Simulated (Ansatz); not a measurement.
Cost and result up the ladder for the cluster Li5Si (6 atoms). The state is a doublet with charge 0. Geometry: PBE-D4/def2-TZVP.

```csv
atom,x (Å),y (Å),z (Å)
Li1,-0.205,-1.423,-1.882
Li2,0.240,1.861,-1.446
Li3,-0.279,1.491,1.818
Li4,1.684,-0.257,0.236
Li5,-0.713,-1.785,1.378
Si6,-0.727,0.112,-0.103
```

Ansatz on 4 threads of Intel Xeon 6975P-C on a shared host. Times are rough, and most runs start from the orbitals of an earlier one. CAM-B3LYP-D4/def2-TZVP serves as the yardstick here, not as an exact answer. Binding counts from free atoms at the same level (Li doublet, Si triplet; other spins of the atoms weren't run), without zero-point energy or a counterpoise term.

Correlated methods freeze 5 core orbitals; core or outer-core shells of Li are correlated, in sets that lack core-valence functions. The structure comes from a short search, and lower isomers may exist.

Correlated methods converge slowly with the basis.

| level | functions | wall time | binding energy per atom (eV) | difference from CAM-B3LYP-D4/def2-TZVP (eV) | remarks |
| --- | --- | --- | --- | --- | --- |
| PBE-D4/def2-TZVP (with forces) | 107 | 0.9 s | 1.45 | 0.13 | – |
| PBE0-D4/def2-TZVP | 107 | 0.95 s | 1.40 | 0.08 | – |
| CAM-B3LYP-D4/def2-TZVP | 107 | 1.1 s | 1.32 | 0.00 | – |
| r2SCAN-D4/def2-TZVP | 107 | 1.6 s | 1.44 | 0.12 | – |
| B97M-V/def2-TZVP | 107 | 2.6 s | 1.47 | 0.15 | – |
| CCSD(T)/def2-TZVPP | 137 | 11 s | 1.38 | 0.06 | spin-contaminated (⟨S²⟩ 1.02) |
